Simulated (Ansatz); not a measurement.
Ansatz (a program for electronic structure) input (HF/3-21G): The .json file is the Basis Set Exchange's 3-21G.

Ansatz 0.2 input:
```yaml
crystal:
  periodic: [false, false, false]
  atoms:
    - {symbol: Li, position_ang: [-0.00000000, -0.00000000, -1.89272224]}
    - {symbol: Cl, position_ang: [0.00000000, 0.00000000, 0.33400981]}
basis:
  gaussian:
    orbitals: 3-21G.json
hamiltonian:
  xc: {name: HF}
total_charge: -1
magnetization: {spin_polarized: true, initial_magnetization: 1}
phonons: {temperatures: {t_min: 298.15, t_max: 298.15, t_step: 100}}
```

Task: Which harmonic wavenumbers does it give?

Result: 495 cm⁻¹ (unscaled; negative means imaginary).
